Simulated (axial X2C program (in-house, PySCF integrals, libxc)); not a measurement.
# KCs: properties at the nuclei

Computed with an axial X2C code built on PySCF integrals: two-component X2C with atomic mean-field Coulomb and Gaunt terms, Gaussian nuclei, basis Cs dyall-cv3z, K dyall-cv3z with contracted cores.

R = 4.368 Å (near the PBE0 minimum at charge 0 of the determinant lowest at the starting distance; the state shown can have its own minimum elsewhere).

Input and command:
```json
{"zs": [55, 19], "q": 0, "bas": ["dyall-cv3z", "dyall-cv3z"], "r0": 4.28, "levels": ["PBE0", "HF", "LDA", "BP86", "B3LYP"], "nst": 3}
```
```bash
python soeom.py task.json out
```

Keys: zs atomic numbers; q charge; bas basis sets; r0 starting distance in Å; levels methods; nst determinants followed.

Determinant lowest in the PBE0 search, Ω = 0 (closed shell), highest spinor 48% K s, 41% Cs s, 5% Cs p:

```json
{"level": "PBE0", "qzz Cs (a.u.)": "-0.12", "qzz K (a.u.)": "-0.02", "μ (D)": "-2.12"}
{"level": "HF", "qzz Cs (a.u.)": "-0.07", "qzz K (a.u.)": "-0.01", "μ (D)": "-2.86"}
{"level": "LDA", "qzz Cs (a.u.)": "-0.15", "qzz K (a.u.)": "-0.02", "μ (D)": "-1.46"}
{"level": "BP86", "qzz Cs (a.u.)": "-0.11", "qzz K (a.u.)": "-0.02", "μ (D)": "-1.62"}
{"level": "B3LYP", "qzz Cs (a.u.)": "-0.10", "qzz K (a.u.)": "-0.02", "μ (D)": "-1.81"}
```

Determinant 0.57 eV from it at PBE0 and this distance, Ω = 1 (⟨Sz⟩ = 1.00, ⟨Lz⟩ = 0.00 at PBE0), spin on the atoms Cs 0.46, K 0.54:

```
level  Eeff magnitude (GV/cm)  Ws magnitude Cs (kHz)  A∥/gI Cs (MHz)  qzz Cs (a.u.)  A∥/gI K (MHz)  qzz K (a.u.)  μ (D)
 PBE0                   0.635                  0.439            1500          -0.18            413         -0.07  -0.22
   HF                  0.0924                 0.0804            1300          -0.11            377         -0.03   0.69
  LDA                   0.465                  0.329            1670          -0.20            482         -0.07  -0.16
 BP86                    0.48                  0.342            1600          -0.21            447         -0.08  -0.20
B3LYP                   0.314                  0.232            1640          -0.17            475         -0.06  -0.02
```

Eeff is the effective electric field on the electron electric dipole moment in this Ω state and Ws the scalar–pseudoscalar constant of the nucleus named (defined with the proton number Z and per Ω); A∥ (defined per Ω) follows by multiplying with gI = μI/(I μN); qzz is the electric field gradient, eQq0 = 234.96 MHz × Q/barn × qzz; μ is positive if the K end (last atom) is positive. The operators were transformed with the bare-nucleus X2C matrices; with these basis sets, hyperfine constants and field gradients can be off by tens of per cent, and where levels differ in sign neither size nor sign is settled.

Each state is one determinant with collinear spin, which with several unpaired electrons need not be a pure state. Unrestricted Hartree–Fock can overshoot spin polarisation at the nuclei. A closed determinant beside an open π² or δ² triplet, such as (π1/2)², mixes with its partner pair into the 0⁺ component of the triplet and ¹Σ⁺, so its energy is not that of a level, and 0⁺ can lie lowest. With several open shells hyperfine constants can be off by a factor of several. Where Eeff spreads by more than a factor of two the levels disagree and none is to be relied on. Open-shell Ω = 0 determinants with evenly filled partner blocks cannot be reached by this program, so the Ω shown need not be the lowest component. The search compared states at one distance, so a state with another bond length can lie lower. Further determinants of the search, some of them spin-mixed, are not shown. Where a field gradient or hyperfine factor spreads by more than a factor of two over the levels, a constant derived from it is not to be relied on. PBE0 term energies can be off by some tenths of an eV.
